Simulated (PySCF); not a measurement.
CH4OZn, charge -1, doublet, at a GFN2-xTB geometry (such geometries of metal compounds can be far from the true shape) (a state made from the parent by changing its charge; the spin is typed, not shown lowest) (in this run its highest filled SCF level lies above zero, so its values depend strongly on the basis, on diffuse functions most of all). Base run: M062X/6-31G run with PySCF.

PySCF was given this input:
```python
from pyscf import gto, scf, dft

mol = gto.M(
    atom='''
Zn    0.028615    0.130705    0.464532
C    -0.219304    1.478782   -1.453603
H    -0.981210    2.263563   -1.361546
H    -0.512805    0.844128   -2.292405
H     0.712959    1.980098   -1.740774
O     0.126069   -1.902758   -0.044155
H     0.229866   -2.659573    0.533610
''',
    basis='6-31g',
    charge=-1,
    spin=1,
    verbose=4,
)

mf = dft.UKS(mol)
mf.xc = 'm062x'
mf.kernel()
```

The base run was repeated with changes; each row names its change, and settings that it needs were set with it.

```tsv
change	ΔE vs base (µEh)	SCF cycles	<S^2>	outcome
base	0.0	13	0.757	converged
diis = off; damp = 0.3 (with mf.diis_start_cycle = 200; with mf.max_cycle = 150)	0.0	38	0.757	converged
conv_tol = 1e-12	0.0	17	0.757	converged
conv_tol = 1e-6	0.0	10	0.757	converged
diis = off; damp = 0.6 (with mf.diis_start_cycle = 200; with mf.max_cycle = 150)	0.0	38	0.757	converged
solver = newton	0.0	-	0.757	converged
diis_space = 12	0.0	13	0.757	converged
damp = 0.5; diis_start_cycle = 5	0.0	13	0.757	converged
level_shift = 0.3 (with mf.max_cycle = 100)	0.0	21	0.757	converged
diis = off (with mf.max_cycle = 100)	-	100	-	not converged
diis_space = 20	0.0	13	0.757	converged
level_shift = 0.5 (with mf.max_cycle = 100)	0.0	29	0.757	converged
DIIS = EDIIS	-	50	-	not converged
```

Open shells are given as the SCF converged; they aren't shown to be the lowest states, and a large step between rows can be another state.
